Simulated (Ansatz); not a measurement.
Geometry optimisation, RKS PBE-D4/6-31G (Ansatz 0.2.0).

The input (input.yaml):

```yaml
crystal:
  periodic: [false, false, false]
  atoms:
    - { symbol: C, position_ang: [0.8591, -1.4483, -1.517] }
    - { symbol: C, position_ang: [0.1952, -1.1144, -0.3771] }
    - { symbol: C, position_ang: [0.9014, -1.234, 0.9116] }
    - { symbol: S, position_ang: [-1.4584, -0.6025, -0.3905] }
    - { symbol: C, position_ang: [-1.1964, 1.1542, -0.6671] }
    - { symbol: Al, position_ang: [-0.8835, 2.1041, 1.0891] }
    - { symbol: H, position_ang: [0.3038, -1.3248, -2.467] }
    - { symbol: H, position_ang: [1.8884, -1.701, -1.5497] }
    - { symbol: H, position_ang: [1.3202, -2.2541, 1.0894] }
    - { symbol: H, position_ang: [1.7888, -0.5229, 0.9685] }
    - { symbol: H, position_ang: [0.2489, -1.0071, 1.7974] }
    - { symbol: H, position_ang: [-0.3136, 1.3211, -1.311] }
    - { symbol: H, position_ang: [-2.1417, 1.6494, -1.1316] }
    - { symbol: H, position_ang: [0.3315, 1.6865, 2.0236] }
    - { symbol: H, position_ang: [-1.8655, 3.2431, 1.5607] }
basis:
  gaussian: { orbitals: "6-31G" }
hamiltonian:
  xc: pbe
  dispersion: d4
relax:
  f_tol: 0.02
  max_steps: 50
```

Run as:

```bash
$ ansatz run input.yaml --threads 1 --pin off --max-ram 2048MiB --backend cpu --events-out ev --progress --plain --runs-dir out
```

Q: Where does it end, and by what steps?

A: The run converged. Limits of this set-up: no polarisation functions. After 21 steps the energy has fallen by 0.976 eV; H11 moved furthest, 1.32 Å. Joined: S4–Al6.

| step | energy less start (eV) | largest force component (eV/Å) | accepted |
| --- | --- | --- | --- |
| 0 | 0.0000 | 3.525 | yes |
| 1 | -0.4505 | 1.986 | yes |
| 2 | -0.5811 | 0.788 | yes |
| 3 | -0.6687 | 0.507 | yes |
| 4 | -0.7435 | 0.400 | yes |
| 5 | -0.8221 | 0.316 | yes |
| 6 | -0.8686 | 0.427 | yes |
| 7 | -0.8819 | 0.515 | yes |
| 8 | -0.9248 | 0.161 | yes |
| 9 | -0.9488 | 0.133 | yes |
| 10 | -0.9550 | 0.359 | yes |
| 11 | -0.9648 | 0.122 | yes |
| 12 | -0.9691 | 0.239 | yes |
| 13 | -0.9712 | 0.111 | yes |
| 14 | -0.9723 | 0.126 | yes |
| 15 | -0.9737 | 0.126 | yes |
| 16 | -0.9746 | 0.044 | yes |
| 17 | -0.9751 | 0.037 | yes |
| 18 | -0.9757 | 0.032 | yes |
| 19 | -0.9760 | 0.039 | yes |
| 20 | -0.9761 | 0.030 | yes |
| 21 | -0.9762 | 0.011 | yes |

```xyz
15
Properties=species:S:1:pos:R:3
C 0.866 -1.059 -1.319
C 0.289 -1.032 -0.106
C 0.854 -1.625 1.154
S -1.385 -0.243 0.174
C -1.330 1.358 -0.961
Al -0.685 2.237 0.706
H 0.407 -0.630 -2.213
H 1.846 -1.530 -1.447
H 1.775 -2.189 0.934
H 1.090 -0.833 1.888
H 0.135 -2.313 1.636
H -0.654 1.174 -1.806
H -2.361 1.516 -1.308
H 0.901 2.190 1.014
H -1.772 2.928 1.683
```

Whether the end is a true minimum wasn't checked by a vibrational analysis.

The run took 49 s on 1 thread of AMD EPYC 9R45 96-Core Processor (Zen 5), on a shared host, peak memory 0.17 GiB.
